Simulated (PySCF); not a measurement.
A calculated (PBE0, PySCF 2.14, ANO-RCC-VTZP, scalar relativity by spin-free X2C-1e) atom or ion has these occupied shells.

```csv
shell,electrons,orbital energy (eV),"rms radius, mean of both spins (bohr)"
1s α,1,-48388.5,0.0254
1s β,1,-48388.5,0.0254
2s α,1,-7996.7,0.103
2s β,1,-7996.6,0.103
2p α,3,-7138.3,0.0923
2p β,3,-7138.2,0.0923
3s α,1,-1793.1,0.266
3s β,1,-1790.5,0.266
3p α,3,-1523.3,0.266
3p β,3,-1520.7,0.266
3d α,5,-1156.4,0.245
3d β,5,-1154.0,0.245
4s α,1,-383.36,0.601
4s β,1,-377.02,0.601
4p α,3,-293.58,0.638
4p β,3,-287.00,0.638
4d α,5,-166.52,0.703
4d β,5,-159.13,0.703
5s α,1,-68.929,1.44
5s β,1,-65.951,1.44
5p α,3,-45.718,1.67
5p β,3,-43.432,1.67
4f α,6,-29.714,0.981
6s α,1,-17.020,3.71
```

Q: Name the element and its charge.

A: Eu²⁺ (europium, charge +2), in [Xe] 4f6 6s1, high-spin 8F determinant (an excited configuration).
